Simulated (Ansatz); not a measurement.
Compare A (`NC([SiH3])=S`) with its isomer B (`[SiH3]/N=C\S`).

Isolated molecules relaxed with PBE0-D4/def2-TZVP in Ansatz; ΔE leaves out vibrations. CBS: MP2 limit from def2 TZ/QZ plus the TZ coupled-cluster correction, frozen cores. DFT in def2-TZVPP. B3LYP here is the variant with VWN-RPA as its local correlation; programs differ in this. One conformer a species, not always the lowest.

Question: Which is lower in electronic energy at CCSD(T)/CBS, and by how much? (Estimate.)

Answer: Computed: A, by 1.3 kcal/mol.

Question: Give E(B) − E(A) in kcal/mol with ωB97M-V, B3LYP-D4, CCSD(T)/def2-SVP, BLYP-D4, r2SCAN-D4, CCSD(T)/def2-TZVPP, PBE-D4. (Estimate.)

Answer: The calculation gave: ωB97M-V 1.8, B3LYP-D4 0.9, CCSD(T)/def2-SVP 1.9, BLYP-D4 0.5, r2SCAN-D4 1.8, CCSD(T)/def2-TZVPP 0.5, PBE-D4 2.7. None reverses the order clearly.

Question: Does the order hold for the free energy at 298.15 K (harmonic terms from PBE0-D4)? (Best estimate.)

Answer: Ansatz gave: No: G(B) − G(A) = -1.1 kcal/mol, for one conformer each.

Largest T1 diagnostic: 0.018.

Leaving LDA and LC-ωPBE aside and taking each functional with its dispersion term where it has one, the values, not all of them listed here, spread over 2.6 kcal/mol, from B97M-V to HSE06-D4. LDA lies +2.1 kcal/mol from PBE without D4. In def2-TZVPP, CCSD(T) changes the Hartree–Fock value by +1.7 kcal/mol (the triples alone add +0.5 kcal/mol) and MP2 by +2.5 kcal/mol.
